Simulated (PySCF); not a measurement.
A structure optimised at PBE-D3(BJ)/def2-SVP, used in a PySCF frequency run:

```
Ga
C 1 1.9720
H 2 1.1074 1 112.00
H 2 1.1086 3 109.35 1 -121.38
H 2 1.1087 3 109.33 4 -117.29
C 1 1.9720 2 131.68 3 0.32
H 6 1.1074 1 112.00 2 -0.32
H 6 1.1086 7 109.35 1 121.38
H 6 1.1087 7 109.33 8 117.29
I 1 2.5455 2 114.16 3 -179.72
```

Question: Write its SMILES, formula and point group.

Answer: [CH3][Ga]([CH3])[I], C₂H₆GaI, Cs

Question: What are its rotational constants (standard atomic weights)?

Answer: 4.6106, 1.1038, 0.90082 GHz
